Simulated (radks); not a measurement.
Problem. The mean radii <r> (bohr) of the occupied orbitals of an atom or ion are listed with their occupations. Method: scalar-relativistic Kohn-Sham, LDA (Slater exchange, Perdew-Wang correlation), spin-polarised, spherical densities, finite nucleus; Fermi nuclear charge, rms radius of each element as measured or else 0.836 A^(1/3) + 0.57 fm; computed with a radial shooting solver on a logarithmic mesh with Libxc functionals.

orbital  occ.      <r>
1s up       1  0.06971
1s down     1  0.06971
2s up       1   0.3235
2s down     1   0.3229
2p up       3   0.2874
2p down     3   0.2868
3s up       1   0.8786
3p up       2   0.8876

Name the element and its charge. Open shells, if any, are filled with parallel spins first.

Solution. Z = 22, titanium, charge +9: Ti9+ in [Ne] 3s1 3p2. The 1s radius gives Z: for a bare nucleus <r> = (2 gamma + 1)/(2Z) with gamma = sqrt(1 - (Z/c)^2), 0.06759 bohr for Z = 22, and screening makes it slightly larger (0.06971 here). The occupations add up to 13, and the charge is Z minus that.
